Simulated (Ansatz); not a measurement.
Ansatz (a quantum-chemistry and plane-wave program) input:

Ansatz 0.2 input:
```yaml
crystal:
  periodic: [false, false, false]
  atoms:
    - {symbol: Nb, position_ang: [-0.00000000, -0.00000000, -0.33977261]}
    - {symbol: F, position_ang: [0.00000000, 0.00000000, 1.54785298]}
basis:
  gaussian:
    orbitals: def2-SVPD
magnetization: {spin_polarized: true, initial_magnetization: 4}
correlation: {method: ccsd_t, electrons: outside_noble_gas}
output: {forces: true}
```

Problem. Predict the final energy.

Solution. -156.01846 Eh (CCSD(T)/def2-SVPD). The basis has 57 functions.

The spin state was set by rule; other spins were not relaxed.
